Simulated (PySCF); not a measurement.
A species of formula C4H5ClSi has this rotational fingerprint, computed with PySCF, PBE0-D3(BJ)/def2-SVP geometry optimisation, gas phase:

| Property | Result |
| --- | --- |
| Rotational constants | A = 6564, B = 736.0, C = 666.9 MHz |
| Dipole components | \|μa\| = 0.55 D, \|μb\| = 1.11 D, \|μc\| = 0.00 D |
| Inertial defect | -5.89 u·Å² |
| κ | -0.98 |

Task: Which structure is it? (One computed conformer of each.)
A. `ClC1=C[SiH2]C=C1`
B. `[SiH3]C=C=C=CCl`

Result: B. It is [SiH3]C=C=C=CCl, a near-prolate asymmetric top, point group Cs. The candidates at the same level (rigid rotor, commonest isotopes):

```csv
SMILES,A (MHz),B (MHz),C (MHz),μa (D),μb (D),μc (D),Δ (u·Å²),point group,rotor
ClC1=C[SiH2]C=C1,6170,1465,1200,1.04,0.39,0.00,-5.93,Cs,asymmetric top
[SiH3]C=C=C=CCl,6564,736.0,666.9,0.55,1.11,0.00,-5.89,Cs,near-prolate asymmetric top
```

`ClC1=C[SiH2]C=C1` has B 99 % too high. In the right answer the mirror of this Cs structure is the ab plane, so μc vanishes by symmetry (the 0.01 D computed is a residue). No structure here is proved a minimum.
